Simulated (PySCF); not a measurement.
## A small calculation by hand: chemical shift, span and skew from a shielding tensor

BeBrH3OSi, SMILES [SiH3][O][Be][Br]. Atoms are numbered in the order given.

```xyz
7

Be     0.0000     0.0000    -0.0580
Br     0.0000     0.0000     1.9014
O      0.0000     0.0000    -1.4649
Si     0.0000     0.0000    -3.1232
H     -1.2152     0.7016    -3.6250
H      0.0000    -1.4032    -3.6250
H      1.2152     0.7016    -3.6250
```
Charge 0, spin multiplicity 1.

Coordinates come from a B3LYP-D3(BJ)/def2-SVP optimisation. The values are those of a single conformer.

GIAO shieldings from PySCF with PBE0/pcSseg-1, non-relativistic, no solvent. The symmetric part of the tensor of Si4 has the principal values 349.2, 349.2, 468.3 ppm. The same nucleus in TMS has σ = 352.7 ppm at this level (PySCF, at its B3LYP-D3(BJ)/def2-TZVP geometry). Without spin–orbit terms, shifts of atoms bonded to Cl or Br come out too high.

Question: Work out the isotropic shielding, the ²⁹Si shift against TMS, the span and the skew.

Answer: 
σ(iso) = (σ11 + σ22 + σ33)/3 = 388.9 ppm. δ = σ(ref) − σ(iso) = 352.7 − (388.9) = -36.2 ppm.
Span Ω = σ33 − σ11 = 119.1 ppm. Skew κ = 3(σ(iso) − σ22)/Ω = 1.00, an axial tensor. Tumbling in solution averages the tensor to δ; in a static solid the shielding alone would spread this spin-1/2 line over Ω.
